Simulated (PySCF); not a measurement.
**Continuum solvent and chemical shifts**

Geometry (Å), atoms numbered from 1 in this order:
```xyz
19

C    -2.5967   -1.1130    0.4132
C    -1.9733   -0.0978    1.0161
C    -1.4776    1.1374    0.3355
Si    0.3206    0.9512   -0.0870
O     0.8366    2.4113   -0.6472
O     0.6689   -0.2804   -1.1667
C     1.2315   -1.3752   -0.4706
C     1.9372   -0.8073    0.7689
O     1.1947    0.3175    1.1947
H    -2.8289   -1.0885   -0.6566
H    -2.8999   -2.0034    0.9695
H    -1.7461   -0.1778    2.0858
H    -1.5987    2.0329    0.9666
H    -2.0171    1.3272   -0.6071
H     1.7252    2.4479   -1.0133
H     1.9320   -1.9151   -1.1276
H     0.4306   -2.0757   -0.1714
H     2.9727   -0.5033    0.5236
H     1.9899   -1.5498    1.5811
```

GIAO PBE0/pcSseg-1 in PySCF 2.14 on one PBE0-D3(BJ)/def2-SVP conformer, non-relativistic, equivalent nuclei averaged. Solvents enter as an IEF-PCM continuum (cyclohexane with ε = 2.0, dichloromethane with ε = 8.9) around the gas-phase geometry. Shifts are referred to TMS computed in the same medium.

Gas phase, δ in ppm: C2 141.8, C1 122.8, C7/C8 67.5, C3 19.3, Si4 -15.3, H12 5.90, H10 5.31, H11 5.19, H17/H19 3.81, H16/H18 3.80, H15 1.89, H13/H14 1.77. Dipole moment 1.79 D.

(1) How does each δ change in the continuum?

(2) Which of the listed nuclei move most (in ppm), and what does the model miss? (N and O are left out, as their reference compounds move with the solvent too.)

Results:

(1) 
| atoms | environment | Δδ, cyclohexane | Δδ, dichloromethane |
| --- | --- | --- | --- |
| C2 | alkene CH | +0.8 | +1.8 |
| C1 | terminal =CH2 carbon | +0.4 | +1.0 |
| C7/C8 | sp3 CH2 bonded to O | +0.3 | +0.8 |
| C3 | allylic sp3 CH2 bonded to Si | +0.2 | +0.4 |
| Si4 | silicon bonded to C, 3 O, in a 5-membered ring | +0.2 | +0.3 |
| H12 | hydrogen on an alkene CH | +0.05 | +0.10 |
| H10 | hydrogen on a terminal =CH2 carbon | +0.04 | +0.09 |
| H11 | hydrogen on a terminal =CH2 carbon | +0.05 | +0.10 |
| H17/H19 | hydrogen on an sp3 CH2 bonded to O | +0.04 | +0.09 |
| H16/H18 | hydrogen on an sp3 CH2 bonded to O | +0.07 | +0.18 |
| H15 | hydrogen on an oxygen bonded to Si | +0.37 | +0.81 |
| H13/H14 | hydrogen on an allylic sp3 CH2 bonded to Si | +0.06 | +0.12 |

Changes are relative to the gas phase. The dipole moment becomes 1.97 D in cyclohexane, 2.21 D in dichloromethane.

(2) C2 (alkene CH, +1.8 ppm) in dichloromethane. A continuum only polarises the solute; specific hydrogen bonds, the anisotropy of aromatic solvents and changes of geometry or conformer are outside it.
